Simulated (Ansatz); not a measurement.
Reaction (ligand exchange at a B–F bond): `NB(F)Cl` + HCl → `NB(Cl)Cl` + H–F

Isolated molecules relaxed with PBE0-D4/def2-TZVP in Ansatz; ΔE leaves out vibrations. CCSD(T)/CBS is the MP2 limit (def2-TZVPP, def2-QZVPP) plus CCSD(T) − MP2 in def2-TZVPP, frozen cores. This one scheme is used for every species. DFT in def2-TZVPP. Each species was taken in one conformer, which may not be the lowest.

```json
{"level": "CAM-B3LYP", "ΔE (kJ/mol)": "64.5"}
{"level": "LC-ωPBE", "ΔE (kJ/mol)": "55.0"}
```

**Question.** What does CCSD(T)/CBS give? (Best estimate.)

**Answer.** The calculation gave: +47.6 kJ/mol. The listed levels differ from it by 16.9, 7.4 kJ/mol.

Largest T1 diagnostic among the species: 0.011.

From BLYP to BHLYP (50 % exact exchange), in def2-TZVPP and without D4, ΔE moves by +3.3 kJ/mol. Leaving LDA and LC-ωPBE aside and taking each functional with its dispersion term where it has one, the values, not all of them listed here, spread over 18.8 kJ/mol, from revPBE-D4 to CAM-B3LYP-D4.
